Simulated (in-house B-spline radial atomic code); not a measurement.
W⁶⁺. Computed with a B-spline radial atomic code. Model: all-electron spherical atom, spin shells full or empty, radial basis limit, no spin-orbit coupling, Breit or QED, empty-state partial waves extrapolated as (l+1/2)^-4, RPA, G0W0 and static COHSEX of the highest shell as one setting changes (uncorrelated shells keep exact exchange).

Empty levels are discrete states of a finite basis, so the steps are uneven.

Without the two-electron picture change, core correlation of heavy ions comes too large.

Given: element W; charge 6; filled core Xe; hamiltonian one-electron scalar X2C; mean-field start r2SCAN; highest l of empty states 9; nuclear rms radius 5.3658 fm; lowest nl shells left uncorrelated 0; highest mean-field shell 4f; box radius 9.29 bohr.

Shell: 4f 7 7 (electrons up and down).

```tsv
highest empty level kept (hartree)	RPA correlation energy (hartree)	G0W0 level (eV)	G0W0 minus most complete (meV)	COHSEX level (eV)	linearised minus solved G0W0 (meV)
16.33	-1.7189	-120.8	2186.6	-122.47	-47.6
32.67	-2.3847	-121.31	1676.5	-124.22	-52
57.17	-3.1268	-121.85	1134.9	-125.94	-57.2
98	-3.741	-122.26	722.8	-127.28	-61.3
163.33	?	?	?	?	?
294	-4.8025	-122.82	165.8	-129.18	-67.2
490	-5.1335	-122.92	66.9	-129.5	-68.3
980	?	?	?	?	?
1960	-5.8667	-122.98	2	-129.7	-69
4083.3	-6.0527	-122.99	0.1	-129.7	-69
9800	-6.1832	-122.99	0	-129.7	-69
32667	-6.2461	-122.99	0	-129.7	-69
```

Task: What follows for highest empty level kept = 980?

Result: RPA correlation energy -5.6063 hartree; G0W0 level -122.98 eV; G0W0 minus most complete 10.3 meV; COHSEX level -129.68 eV; linearised minus solved G0W0 -68.9 meV.

Task: What follows for highest empty level kept = 163.33?

Result: RPA correlation energy -4.374 hartree; G0W0 level -122.63 eV; G0W0 minus most complete 354.1 meV; COHSEX level -128.55 eV; linearised minus solved G0W0 -65.2 meV.
